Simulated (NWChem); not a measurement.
All runs are NWChem calculations. System: H2O4W, charge 0, spin multiplicity 1, at a geometry optimised with PBE0/def2-SVP with def2 effective core potentials on W. The structure started from a generated list of species. Level: B2PLYP/def2-TZVP with def2 effective core potentials on W, 4 core orbitals frozen.

Job file:

```
start mol
memory heap 200 mb stack 900 mb global 1100 mb
geometry units angstroms nocenter noautoz
  W      0.000000     0.000000     0.027481
  O     -1.367362    -0.135586     1.035778
  O      1.367362     0.135586     1.035778
  O     -0.165185     1.547834    -1.030055
  H      0.394417     2.330826    -1.062591
  O      0.165185    -1.547834    -1.030055
  H     -0.394417    -2.330826    -1.062591
  symmetry group C2
end
basis spherical
  * library def2-tzvp
end
ecp
  W library def2-ecp
end
dft
  xc hfexch 0.53 becke88 0.47 lyp 0.73 mp2 0.27
  dftmp2
  semidirect memsize 60000000 filesize 0
  iterations 100
end
mp2
  freeze core 4
end
task dft energy
```

Part of the output:

```
             Northwest Computational Chemistry Package (NWChem) 7.3.0
             --------------------------------------------------------

                                NWChem Input Module
                                -------------------

 Scaling coordinates for geometry "geometry" by  1.889725989
 (inverse scale =  0.529177249)

 Turning off AUTOSYM since
 SYMMETRY directive was detected!

                             Geometry "geometry" -> ""
                             -------------------------

 Output coordinates in angstroms (scale by  1.889725989 to convert to a.u.)

  No.       Tag          Charge          X              Y              Z
 ---- ---------------- ---------- -------------- -------------- --------------
    1 W                   74.0000     0.00000000     0.00000000     0.02748100
    2 O                    8.0000    -1.36736200    -0.13558600     1.03577800
    3 O                    8.0000     1.36736200     0.13558600     1.03577800
    4 O                    8.0000    -0.16518500     1.54783400    -1.03005500
    5 H                    1.0000     0.39441700     2.33082600    -1.06259100
    6 O                    8.0000     0.16518500    -1.54783400    -1.03005500
    7 H                    1.0000    -0.39441700    -2.33082600    -1.06259100

 Effective nuclear repulsion energy (a.u.)     816.1328594339

            Nuclear Dipole moment (a.u.)
            ----------------------------
        X                 Y               Z
 ---------------- ---------------- ----------------
     0.0000000000    -0.0000000000    -0.0000377945

      Symmetry information
      --------------------

 Group name             C2
 Group number              4
 Group order               2
 No. of unique centers     4

      Symmetry unique atoms

     1    2    4    5


 Summary of "ao basis" -> "" (spherical)
 ------------------------------------------------------------------------------
       Tag                 Description            Shells   Functions and Types
 ---------------- ------------------------------  ------  ---------------------
 *                         def2-tzvp                  on all atoms

 Summary of "ao basis" -> "ao basis" (spherical)
 ------------------------------------------------------------------------------
       Tag                 Description            Shells   Functions and Types
 ---------------- ------------------------------  ------  ---------------------
 W                         def2-tzvp                14       40   6s4p3d1f
 O                         def2-tzvp                11       31   5s3p2d1f
 H                         def2-tzvp                 4        6   3s1p

 Summary of "ao basis" -> "ao basis" (spherical)
 ------------------------------------------------------------------------------
       Tag                 Description            Shells   Functions and Types
 ---------------- ------------------------------  ------  ---------------------
 W                         def2-tzvp                14       40   6s4p3d1f
 O                         def2-tzvp                11       31   5s3p2d1f
 H                         def2-tzvp                 4        6   3s1p

      Symmetry analysis of basis
      --------------------------

        a          90
        b          86

            General Information
            -------------------
          SCF calculation type: DFT
          Wavefunction type:  closed shell.
          No. of atoms     :     7
          No. of electrons :    48
[...]
 --------------
 x =   0.00000000 y =  -0.00000000 z =   0.02341060

 moments of inertia (a.u.)
 ------------------
         567.147116927896           1.411800569326           0.000000000000
           1.411800569326         470.077117222323           0.000000000000
           0.000000000000           0.000000000000         532.719351921852

     Multipole analysis of the density
     ---------------------------------

     L   x y z        total         alpha         beta         nuclear
     -   - - -        -----         -----         ----         -------
     0   0 0 0      0.000000    -24.000000    -24.000000     48.000000

     1   1 0 0     -0.000000     -0.000000     -0.000000      0.000000
     1   0 1 0     -0.000000     -0.000000     -0.000000     -0.000000
     1   0 0 1     -1.188628      0.963652      0.963652     -3.115931

     2   2 0 0    -38.299031    -73.898517    -73.898517    109.498003
     2   1 1 0      3.546388      0.498156      0.498156      2.550075
     2   1 0 1      0.000000      0.000000      0.000000     -0.000000
     2   0 2 0    -26.188472   -101.464290   -101.464290    176.740108
     2   0 1 1      0.000000      0.000000      0.000000      0.000000
     2   0 0 2    -37.327344    -83.675544    -83.675544    130.023744

                   NWChem MP2 Semi-direct Energy/Gradient Module
                   ---------------------------------------------

  Basis functions       =    176
  Molecular orbitals    =    176
  Frozen core           =      4
  Frozen virtuals       =      0
  Active alpha occupied =     20
  Active beta occupied  =     20
  Active alpha virtual  =    152
  Active beta virtual   =    152
  Use MO symmetry       = T
  Use skeleton AO sym   = T

  AO/Fock/Back tols     =   1.0D-09  1.0D-09  1.0D-09

 GA uses MA = F    GA memory limited = T

 Available:
  local mem=  4.43D+07
 global mem=  1.44D+08
 local disk=  0.00D+00
  mp2_memr nvloc                   152
  nvloc new                   152
   1 passes of  20:        5242880                     215130                 150059333.
   1 passes of  20: M     44309226           G      144117248           F      39066346.
  mp2_memr nvloc                   152
  nvloc new                   152
   2 passes of  10:        5242880                     139160                  75056149.
   2 passes of  10: M     44309226           G      144117248           F      39066346.
  mp2_memr nvloc                   152
  nvloc new                   152
   3 passes of   7:        5242880                     116369                  52555194.
   3 passes of   7: M     44309226           G      144117248           F      39066346.
  mp2_memr nvloc                   152
  nvloc new                   152
   4 passes of   5:        5242880                     101175                  37554557.
   4 passes of   5: M     44309226           G      144117248           F      39066346.

 Semi-direct pass number   1 of   4  for RHF alpha+beta  at       11.5s
  vrange nnbf                 14513
  mp2_eaftype                   143  avail_ma_in_mb                   385
 EAF : mp2_eaftype filesize         143   18777279.
  mp2_eaf for mointskh                    143
Node 0 wrote     88.2 Mb in      0.0 s     Agg I/O rate:  2564.4 Mb/s
 Done moints_semi at       24.1s
  mp2_eaftype                   143  avail_ma_in_mb                   386
 EAF : mp2_eaftype filesize         143   18777279.
  mp2_eaf for kh                   143
 Done maket at       24.4s
 Semi-direct pass number   2 of   4  for RHF alpha+beta  at       24.4s
  vrange nnbf                 14513
  mp2_eaftype                   143  avail_ma_in_mb                   385
 EAF : mp2_eaftype filesize         143   18777279.
  mp2_eaf for mointskh                    143
Node 0 wrote     88.2 Mb in      0.0 s     Agg I/O rate:  2461.2 Mb/s
 Done moints_semi at       36.9s
  mp2_eaftype                   143  avail_ma_in_mb                   386
 EAF : mp2_eaftype filesize         143   18777279.
  mp2_eaf for kh                   143
 Done maket at       37.2s
 Semi-direct pass number   3 of   4  for RHF alpha+beta  at       37.2s
  vrange nnbf                 14513
  mp2_eaftype                   143  avail_ma_in_mb                   385
 EAF : mp2_eaftype filesize         143   18777279.
  mp2_eaf for mointskh                    143
Node 0 wrote     88.2 Mb in      0.0 s     Agg I/O rate:  2709.1 Mb/s
 Done moints_semi at       49.8s
  mp2_eaftype                   143  avail_ma_in_mb                   386
 EAF : mp2_eaftype filesize         143   18777279.
  mp2_eaf for kh                   143
 Done maket at       50.1s
 Semi-direct pass number   4 of   4  for RHF alpha+beta  at       50.1s
  vrange nnbf                 14513
  mp2_eaftype                   143  avail_ma_in_mb                   385
 EAF : mp2_eaftype filesize         143   18777279.
  mp2_eaf for mointskh                    143
Node 0 wrote     88.2 Mb in      0.0 s     Agg I/O rate:  2663.8 Mb/s
 Done moints_semi at       62.7s
  mp2_eaftype                   143  avail_ma_in_mb                   386
 EAF : mp2_eaftype filesize         143   18777279.
  mp2_eaf for kh                   143
 Done maket at       63.0s
 Done multipass loop at       63.0s

          -------------------------------------------
          DFT energy                    -368.752622520342
          Unscaled MP2 energy             -1.747283923253
          Total DFT+MP2 energy          -369.224389179620
          -------------------------------------------

 -----------------------
 Performance information
 -----------------------

 Timer overhead =  1.54D-07 seconds/call

               Nr. of calls         CPU time (s)                 Wall time (s)                GFlops
             ---------------    -------------------     ------------------------------   -------------------
Name         Min   Avg   Max    Min     Avg     Max     Min     Avg     Max   Mx/calls   Min     Max     Sum
mp2: moin     4     4     4    50.     50.     50.      50.     50.     50.     13.      0.0     0.0     0.0
mp2: make     4     4     4    1.2     1.2     1.2      1.2     1.2     1.2    0.31      0.0     0.0     0.0
mp2: tota     1     1     1    52.     52.     52.      52.     52.     52.     52.      0.0     0.0     0.0

 The average no. of pstat calls per process was 9.00D+00
 with a timing overhead of 1.38D-06s

 Task  times  cpu:       63.0s     wall:       63.0s

 Total times  cpu:       63.0s     wall:       63.0s
```
